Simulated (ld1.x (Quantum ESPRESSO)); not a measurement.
**Before and after: TM potential for Ga (Z = 31)**

ld1.x (Quantum ESPRESSO) 7.5 input, shortened:

```
&input
   title='Ga', zed=31., rel=2, dft='PBE', iswitch=3,
   config='[Ar] 3d10 4s1 4p2 4d-2', rel_dist='average'
 /
 &inputp
   pseudotype=2, tm=.true., lloc=1,
   nlcc=.true., new_core_ps=.true., rcore=1.15
 /
3
4S  1  0   1.00   0.00  1.40  1.40  0.0
4D  3  2  -2.00  -0.15  2.45  2.45  0.0
4P  2  1   2.00   0.00  2.65  2.65  0.0
 &test
   configts(1)='4s1 4p2'
 /
```

Open shells are filled in proportion to 2j + 1 (rel_dist='average').

Change: wave 4d channel at -0.15 Ry: rc 2.45 bohr becomes 4d channel at 1.7 Ry: rc 2.45 bohr.

Cutoffs: the cutoffs (Ry, on a coarse ladder) from which the occupation-weighted sum of valence levels, in a spherical-Bessel basis at the reference potential, stays within 10 and 1 mRy of its value at 400 Ry; they do not see the model core or the augmentation charge, which bear on the density cutoff. Errors are all-electron minus pseudo energies relative to the spin-unpolarised reference configuration.

Problem. How do hardness, ghosts and transferability respond?

Solution. The potential gets neither clearly harder nor softer (30 Ry and 70 Ry → 30 Ry and 70 Ry); the bound ghosts move from d, s to s; the errors of the 7 common tests hardly move; the range in which the d3/2 phases agree widens (upper end 0.6 → at the end of the scan); the range in which the d5/2 phases agree widens (upper end 0.6 → at the end of the scan).

| quantity | base | changed |
| --- | --- | --- |
| cutoff, loose | 30 Ry | 30 Ry |
| cutoff, tight | 70 Ry | 70 Ry |
| bound ghosts | s, d3/2, d5/2 | s |
| largest miss of a reference level, eV | 0.09 | 0.09 |
| error for 4s2 4p1, meV [ΔE -6.54 eV] | -17 | -17 |
| error for 4s2 4p0, meV [ΔE -0.85 eV] | -3.3 | -3.3 |
| error for 4s1 4p0, meV [ΔE 20.28 eV] | -95 | -95 |
| error for 4s1 4p1, meV [ΔE 6.52 eV] | -8.5 | -8.5 |
| error for 4s2 4p1.3, meV [ΔE -7.07 eV] | -19 | -19 |
| error for 4s0 4p3, meV [ΔE 6.83 eV] | -16 | -16 |
| error for 4s2 4p0.5, meV [ΔE -4.50 eV] | -9.5 | -9.5 |
| s: phases at 2.89 bohr within 0.05 rad from the reference energy up to (Ry; the scan ends near 5) | 1.7 | 1.7 |
| p1/2: phases at 2.89 bohr within 0.05 rad from the reference energy up to (Ry; the scan ends near 5) | n/a | n/a |
| p3/2: phases at 2.89 bohr within 0.05 rad from the reference energy up to (Ry; the scan ends near 5) | 2.2 | 2.2 |
| d3/2: phases at 2.89 bohr within 0.05 rad from the reference energy up to (Ry; the scan ends near 5) | 0.6 | to the end of the scan |
| d5/2: phases at 2.89 bohr within 0.05 rad from the reference energy up to (Ry; the scan ends near 5) | 0.6 | to the end of the scan |

 A true bound ghost makes a file unfit for plane-wave use even where its test errors are small: the radial tests pick states by their node count and pass the ghost by.
